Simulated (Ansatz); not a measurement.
Molecule: sum formula BNH, net charge -1, singlet state. It need not be the lowest isomer of its formula. Whether it binds its extra electron was not tested at this geometry. 
Structure (B3LYP-D3(BJ)/def2-TZVP (Ansatz, a program for electronic structure) minimum search):
SMILES: B=[N-]
```xyz
3

B      0.0000     0.0000    -0.5880
N      0.0000     0.0000     0.6732
H      0.0000     0.0000    -1.7723
```
Charge -1, spin multiplicity 1.

Basis-set convergence of Hartree-Fock and CCSD(T) correlation energies (hartree) with Ansatz. Cores are frozen in the correlated levels unless marked. No spin-orbit coupling. No relativistic terms.

```
basis        functions      E(HF)  E(corr, CCSD(T))
-----------  ---------  ---------  ----------------
def2-SVPD           48  -79.61351          -0.30212
def2-TZVPPD         91  -79.70524          -0.34606
def2-QZVPPD        159  -79.70917          -0.36338
```

Extrapolating the two largest sets (X = 3 and 4) as X^-3: E(corr) = (64·(-0.36338) - 27·(-0.34606))/37 = -0.3760 Eh, an estimate of the basis-set limit. The largest set recovers 96.6 % of it, the smallest 80.3 %.
